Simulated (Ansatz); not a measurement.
Relaxed structures of AlBH$_{4}$Se, singlet (PBE0-D4/def2-TZVP; forces vanish, vibrations not checked; lower isomers may exist, and structures with a doubtful reference or unclear bonds are left out; Å). Computed with Ansatz 0.2.0 (basis: def2-TZVPP); correlated methods freeze the cores. Filled d shells of the heavier atoms are correlated. The def2 sets are not built for correlating such inner shells, so the correlated values are less sure here.

**Question.** Rank them by CCSD(T) energy, lowest first, and give each one's height above the lowest. Links in brackets join atoms within 1.22 times the sum of their covalent radii (1.1 for two metals). (To be estimated.)
A.
AlBH₄Se ([BH2][Se][AlH2])
```
7
angstrom
B -1.5124 0.0037 -0.5523
Se -0.7760 0.4125 1.1768
Al 1.4562 0.0190 0.6125
H -0.8087 -0.3253 -1.4562
H -2.6947 0.0958 -0.6710
H 2.5345 0.2299 1.7498
H 1.8011 -0.4356 -0.8596
```
B.
a complex of AlBH₂Se ([BH]1[AlH][Se]1) + H₂
```
7
angstrom
B -1.0156 0.4356 -0.1408
Se -1.0214 -0.5734 1.5148
Al 0.8601 0.4840 0.5825
H 2.1193 -1.3023 -0.3028
H -1.9446 0.6421 -0.8513
H 2.2967 0.8234 1.1253
H 1.5274 -1.2463 -0.7707
```
C.
AlBH₄Se ([AlH2][BH][SeH])
```
7
angstrom
B -0.6580 0.1888 0.5557
Se -1.0224 1.5448 1.8377
Al 1.3226 -0.3012 -0.0028
H -2.4956 1.4887 1.8568
H -1.6128 -0.3609 0.0900
H 2.1430 -1.4198 0.7779
H 2.0194 0.4019 -1.2495
```

**Answer.** Computed: A (0.0 kJ/mol), C (131.4 kJ/mol), B (145.1 kJ/mol). Heights count from the lowest.

The T1 diagnostic stays at or below 0.015.

For scale, one of the runs: CCSD(T)/def2-TZVPP, 177 basis functions, launched by `ansatz run in.yaml --threads 2 --pin off --events-out ev --progress --plain --max-ram 4352MiB`. Time: 46 s of wall clock on 2 CPU threads of an Arm Neoverse V1; the host was shared. Peak host memory: 1.5 GiB.
